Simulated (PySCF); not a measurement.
C₂H₄BNO₂, SMILES COBN=C=O. Atoms are numbered in the order given.

```xyz
10

B     -0.5576     0.5577     0.0000
H     -1.7324     0.8457     0.0000
N     -0.1546    -0.8082     0.0000
C      0.0140    -1.9929     0.0000
O      0.1984    -3.1504     0.0000
O      0.3953     1.5064     0.0000
C      0.1066     2.8904     0.0000
H      0.5545     3.3539    -0.8930
H      0.5545     3.3539     0.8930
H     -0.9792     3.0827     0.0000
```

Geometry optimised at B3LYP-D3(BJ)/def2-SVP. The structure was generated by enumeration, and PubChem lists no compound with its InChIKey, so it may never have been made. Other conformers were not sampled.

The numbers are results of PBE/pcSseg-1 (PySCF), not measurements.

GIAO shieldings, no solvent; atoms alike by connectivity are averaged. δ = σ(ref) − σ: ¹¹B against BF3 (σ = 83.9 ppm); ¹H against TMS (σ = 31.49 ppm); ¹⁵N against NH3 (σ = 267.0 ppm); ¹³C against TMS (σ = 182.0 ppm); ¹⁷O against H2O (σ = 334.3 ppm), references at their B3LYP-D3(BJ)/def2-TZVP geometries, non-relativistic.

```tsv
atoms	nucleus	count	δ (ppm)
B1	¹¹B	1	10.4
H2	¹H	1	[?]
H8, H9, H10	¹H	3	[?]
N3	¹⁵N	1	[?]
C4	¹³C	1	[?]
C7	¹³C	1	63.3
O6	¹⁷O	1	193.2
O5	¹⁷O	1	164.0
```

Question: Complete the blanks. (Estimate from the structure and the level; the computed values follow.)

Answer: 
- H2, δ (ppm): 4.78
- N3, δ (ppm): 82.2
- H8, H9, H10, δ (ppm): 4.31
- C4, δ (ppm): 123.8
